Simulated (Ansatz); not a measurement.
Compare A (`C=CC(=C)C(=C)C=C`) with its isomer B (`Cc1cccc(C)c1`).

Program: Ansatz. Geometries: PBE0-D4/def2-TZVP. ΔE: electronic, gas phase. CCSD(T)/CBS adds triple-zeta CCSD(T) − MP2 to the extrapolated MP2 energy (def2 sets, frozen cores). DFT in def2-TZVPP. B3LYP here is the variant with VWN-RPA as its local correlation; programs differ in this. One conformer a species, not always the lowest.

Question: Which is lower in electronic energy at CCSD(T)/CBS, and by how much? (Best estimate.)

Answer: Ansatz gave: B, by 55.7 kcal/mol.

Question: Give E(B) − E(A) in kcal/mol with PBE-D4, MP2/def2-TZVPP, r2SCAN-D4, CCSD(T)/def2-TZVPP, CCSD/def2-TZVPP, ωB97M-V, B3LYP-D4. (Best estimate.)

Answer: The calculation gave: PBE-D4 -59.7, MP2/def2-TZVPP -63.7, r2SCAN-D4 -61.2, CCSD(T)/def2-TZVPP -55.5, CCSD/def2-TZVPP -55.4, ωB97M-V -59.1, B3LYP-D4 -56.2. None reverses the order clearly.

Largest T1 diagnostic: 0.011.

From BLYP to BHLYP (50 % exact exchange), in def2-TZVPP and without D4, E(B) − E(A) moves by −7.2 kcal/mol. At CCSD(T), def2-SVP lies −2.0 kcal/mol from the extrapolated value and def2-TZVPP +0.2 kcal/mol.
